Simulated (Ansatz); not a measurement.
Total energies of `[SiH3][SiH2][SiH]([SiH3])[SiH3]`.

Z-matrix (Å, degrees):
```
Si
Si 1 2.338
H 1 1.488 2 111.5
H 1 1.488 2 109.6 3 -120.4
H 1 1.488 2 109.7 3 120.5
Si 2 2.338 1 110.5 3 -178.1
H 2 1.491 1 109.5 3 62.3
H 2 1.491 1 110.1 3 -56.3
Si 6 2.337 2 110.0 1 -178.2
Si 6 2.338 2 109.3 1 -57.3
H 6 1.493 2 108.9 1 61.7
H 9 1.488 6 111.1 2 179.9
H 9 1.488 6 110.7 2 -59.1
H 9 1.488 6 108.9 2 60.3
H 10 1.488 6 109.2 2 -58.5
H 10 1.488 6 110.7 2 61.1
H 10 1.488 6 110.8 2 -178.2
```

Total charge 0; spin multiplicity 1. The geometry is a stationary point of PBE0-D4/def2-TZVP. It is one conformer, not always the lowest. Basis def2-TZVPP, Ansatz 0.2.0.

RPA on PBE orbitals: Hartree–Fock energy of these orbitals -1451.60427 Eh, correlation -1.30313 Eh (frozen core).

```tsv
functional	energy without D4 (Eh)	D4 term (kJ/mol)
LDA (SPW92)	-1448.79714	–
BLYP	-1454.66248	-99.9
r2SCAN	-1454.57394	-12.7
B97M-V	-1454.34971	–
PBE0	-1454.09379	-42.4
r2SCAN0	-1454.55794	-15.4
HSE06 (plane-wave form)	-1454.05906	-40.3
BHLYP	-1454.70576	-68.5
ωB97X-V	-1454.48857	–
PBE-QIDH	-1453.66522	–
```

Problem. Give the same for PBE, revPBE, B3LYP, r2SCANh, CAM-B3LYP, LC-ωPBE, ωB97M-V, B2PLYP. (Estimate.)

Solution. Ansatz gave: 
| functional | energy without D4 (Eh) | D4 term (kJ/mol) |
| --- | --- | --- |
| PBE | -1453.93632 | -48.3 |
| revPBE | -1454.40935 | -116.4 |
| B3LYP | -1454.82831 | -77.9 |
| r2SCANh | -1454.56694 | -13.8 |
| CAM-B3LYP | -1454.72728 | -44.5 |
| LC-ωPBE | -1454.26217 | – |
| ωB97M-V | -1454.56034 | – |
| B2PLYP | -1454.08696 | – |

B3LYP takes the VWN-RPA correlation (the form of Gaussian; ORCA's B3LYP/G). HSE06 is the plane-wave form, built on full-range PBE exchange. The double hybrids freeze the cores in their second-order part.

LC-ωPBE has ω = 0.4 bohr⁻¹.
